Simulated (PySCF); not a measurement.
## Core-level binding energies of `FC(F)[O][GaH3-]`

CH4F2GaO (charge -1).
Structure used (PBE0-D3(BJ)/def2-SVP), in Å, numbered top down from 1:
```
atom  x, y, z in Å
F1     2.064   -0.379   -0.514
C2     0.974   -0.855    0.207
F3     0.976   -0.063    1.349
O4    -0.132   -0.827   -0.443
Ga5   -1.108    0.760   -1.030
H6     1.270   -1.873    0.550
H7    -2.241    0.993    0.088
H8    -0.075    1.979   -1.166
H9    -1.717    0.270   -2.436
```

Computed, not measured: delta-SCF UKS SCAN, pcX-2 on the ionised atom, pcseg-1 elsewhere, spin-free X2C in PySCF. Binding energies are ΔSCF values: E(core-ionised, relaxed orbitals) − E(ground state) at a fixed geometry, referred to the vacuum level.

Task: List the computed XPS lines with their assignment.

Result: 
```
atom(s)                environment  level  binding energy (eV)  count
  F1/F3    fluorine of a CF2 group   F 1s               687.94      2
     O4  oxygen bonded to C and Ga   O 1s               532.98      1
     C2                CHF2 carbon   C 1s               291.86      1
```

Task: Which effective nuclear charge Zeff reproduces each element's mean 1s value in the hydrogen-like formula E = 13.606 eV × Zeff²?

Result: C (Z = 6): mean 291.9 eV, Zeff = 4.63, Z − Zeff = 1.37; O (Z = 8): mean 533.0 eV, Zeff = 6.26, Z − Zeff = 1.74; F (Z = 9): mean 687.9 eV, Zeff = 7.11, Z − Zeff = 1.89. Means run over the listed sites, weighted by atom count.

Topologically equivalent atoms share the value of their first member; where this conformer doesn't relate them by symmetry, their own values could differ. No level of gallium is listed. The species carries charge -1, so core ionisation leaves a neutral species. The basis sets have no added diffuse functions. The structure is a single PBE0-D3(BJ)/def2-SVP conformer in the gas phase; no vibrational or solvent corrections.

The run took 16 s of wall time on one thread, Arm Neoverse V2, on a shared host.
